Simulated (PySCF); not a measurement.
Species: C4H6Te.
Cartesian coordinates in Å at the PBE0-D3(BJ)/def2-SVP level; atoms count from 1:
```xyz
11
C4H6Te angstrom
C      1.8550    0.2128    0.2858
C      0.7292   -0.4670    0.0730
C     -0.4688    0.0852   -0.6281
C     -1.7598    0.0667    0.1120
Te    -2.0947   -0.5324    1.9568
H      1.9641    1.2536   -0.0363
H      2.7078   -0.2422    0.7962
H      0.6472   -1.5035    0.4205
H     -0.2827    1.1268   -0.9565
H     -0.6419   -0.4679   -1.5760
H     -2.6175    0.4396   -0.4639
```

The calculation used PySCF, PBE0-D3(BJ)/def2-SVP geometry optimisation, gas phase, def2 core potentials past Kr.

Take the most abundant isotopes and a rigid rotor. The values belong to one conformer with, in the numbering `[CH2:1]=[CH:2][CH2:3][CH:4]=[Te:5]`, C1–C2–C3–C4 -123°, C2–C3–C4–Te5 3°.

Problem. Give the principal moments of inertia and the rotational constants in MHz.

Solution. Ia = 70.54, Ib = 415.39, Ic = 469.63 u·Å²; 505379 MHz·u·Å²/I gives A = 7165, B = 1217, C = 1076 MHz.

Problem. Classify the top.

Solution. A near-prolate asymmetric top; Ray's κ = -0.954.

Problem. Is it planar, by Δ = Ic − Ia − Ib?

Solution. Not planar: Δ = Ic − Ia − Ib = -16.31 u·Å². For a rigid frame Δ = −2 Σ m c², so Σ m c² = 8.15 u·Å² lies off the ab plane: 4.85 from hydrogen and 3.30 from heavier atoms. The atom farthest from that plane is 1.34 Å away.

Problem. Give the other two planar moments, Paa and Pbb, and the rms extents of the mass along the axes.

Solution. Paa = Σ m a² = (Ib + Ic − Ia)/2 = 407.24 and Pbb = Σ m b² = (Ia + Ic − Ib)/2 = 62.39 u·Å². With the mass M = 183.95 u, the rms extents √(P/M) along a, b and c are 1.49, 0.58, 0.21 Å.

Problem. List the rotational levels J(Ka,Kc) to J = 5 (MHz).

Solution. Above 0(0,0):
J = 1: 1(0,1) 2293, 1(1,1) 8241, 1(1,0) 8381
J = 2: 2(0,2) 6876, 2(1,2) 12686, 2(1,1) 13107, 2(2,1) 30951, 2(2,0) 30953
J = 3: 3(0,3) 13744, 3(1,3) 19352, 3(1,2) 20195, 3(2,2) 37829, 3(2,1) 37841, 3(3,1) 67922, 3(3,0) 67922
J = 4: 4(0,4) 22891, 4(1,4) 28237, 4(1,3) 29642, 4(2,3) 46998, 4(2,2) 47035, 4(3,2) 77097, 4(3,1) 77098, 4(4,1) 119220, 4(4,0) 119220
J = 5: 5(0,5) 34306, 5(1,5) 39339, 5(1,4) 41446, 5(2,4) 58457, 5(2,3) 58542, 5(3,3) 88569, 5(3,2) 88570, 5(4,2) 130689, 5(4,1) 130689, 5(5,1) 184848, 5(5,0) 184848

Problem. Which lines would a microwave search look for?

Solution. The dipole components are |μa| = 1.59 D, |μb| = 1.10 D, |μc| = 0.01 D. Intensities carry the squares of the components, which stand as 1.00 : 0.47 : 0.00 (a : b : c). Some lines, for components of 0.1 D or more:

```tsv
type	branch	J(Ka,Kc)	MHz	lower level (cm⁻¹)
b	R	3(0,3) ← 2(1,2)	1059	0.423
a	R	1(0,1) ← 0(0,0)	2293	0.000
a	R	2(0,2) ← 1(0,1)	4583	0.076
a	R	3(2,1) ← 2(2,0)	6888	1.032
a	R	3(1,2) ← 2(1,1)	7087	0.437
a	R	4(0,4) ← 3(0,3)	9146	0.458
a	R	4(3,1) ← 3(3,0)	9176	2.266
b	R	3(1,3) ← 2(0,2)	12476	0.229
b	R	4(1,4) ← 3(0,3)	14493	0.458
b	Q	3(2,2) ← 3(1,3)	18478	0.646
b	R	2(2,0) ← 1(1,1)	22713	0.275
b	R	3(2,2) ← 2(1,1)	24722	0.437
b	R	4(2,3) ← 3(1,2)	26804	0.674
b	Q	4(3,1) ← 4(2,2)	30062	1.569
b	Q	3(3,1) ← 3(2,2)	30092	1.262
b	R	3(3,1) ← 2(2,0)	36968	1.032
b	R	4(3,2) ← 3(2,1)	39256	1.262
```

Problem. Estimate the classical rotational partition function at 10 K, 25 K and 50 K.

Solution. Point group C1, symmetry number σ = 1; q = (√π/σ)·√((kT/h)³/(ABC)), k/h = 20836.6 MHz/K: 1740 at 10 K, 6880 at 25 K, 19500 at 50 K.

No PBE0-D3(BJ)/def2-SVP frequencies stand behind this structure, so it isn't proved a minimum. Constants of a rigid frame at the computed geometry: no zero-point averaging, no centrifugal distortion.
